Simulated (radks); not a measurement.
Values are calculated unless marked as measured or tabulated.
Q: Ionisation of neutral helium, [He], to He+, 1s1, under several functionals. Non-relativistic Kohn-Sham, spin-unpolarised, spherical densities, point nucleus; a radial shooting solver on a logarithmic mesh with Libxc functionals. The NIST Atomic Spectra Database gives 24.587 eV (measured). Rank these functionals by the error of their Delta-SCF ionisation energy: TASK exchange with Perdew-Wang LDA correlation; PBEsol; B86b exchange with PBE correlation; LDA (Slater exchange, VWN5 correlation); RPBE; BLYP; LDA (Slater exchange, Perdew-Zunger correlation); revPBE; HCTH/407; MS2 meta-GGA.

A: From best to worst: LDA (Slater exchange, Perdew-Zunger correlation) 26.484 eV (+1.897); LDA (Slater exchange, VWN5 correlation) 26.493 eV (+1.906); PBEsol 26.593 eV (+2.005); revPBE 27.046 eV (+2.459); B86b exchange with PBE correlation 27.067 eV (+2.480); RPBE 27.085 eV (+2.497); BLYP 27.156 eV (+2.569); HCTH/407 27.280 eV (+2.693); MS2 meta-GGA 27.569 eV (+2.982); TASK exchange with Perdew-Wang LDA correlation 28.647 eV (+4.060). Spin polarisation and multiplet splitting are left out, so open shells lie too high by an amount that depends on their filling.

Beside tabulated values, note that spin-unpolarised runs miss the spin-polarisation part of the exchange energy of open shells.
